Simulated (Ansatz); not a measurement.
Species: sum formula H$_{3}$BO$_{2}$F, net charge 1, singlet state. It need not be the lowest isomer of its formula. 
Structure (B3LYP-D3(BJ)/def2-TZVP (Ansatz, a program for electronic structure) minimum search):
SMILES: OB([OH2+])F
```xyz
7

B      0.1671     0.0689    -0.0131
F      0.2508     1.3533     0.1340
O     -1.2248    -0.4276     0.1056
O      1.0209    -0.8975    -0.2422
H     -1.4412    -1.3746     0.0171
H      1.9647    -0.7075    -0.3407
H     -1.9849     0.1586     0.2758
```
Charge +1, spin multiplicity 1.

Basis-set convergence of Hartree-Fock and CCSD(T) correlation energies (hartree) with Ansatz. Correlated levels leave the core frozen unless marked. Spin-orbit coupling is left out. No relativistic terms.

| basis | functions | E(HF) | E(corr, CCSD(T)) |
|---|---|---|---|
| cc-pVDZ | 71 | -275.49406 | -0.66867 |
| cc-pVTZ | 162 | -275.59480 | -0.85519 |
| cc-pVQZ | 310 | -275.61665 | -0.91943 |
| cc-pV5Z | 529 | -275.62209 | -0.94193 |

Extrapolating the two largest sets (X = 4 and 5) as X^-3: E(corr) = (125·(-0.94193) - 64·(-0.91943))/61 = -0.9655 Eh, an estimate of the basis-set limit. The largest set recovers 97.6 % of it, the smallest 69.3 %.
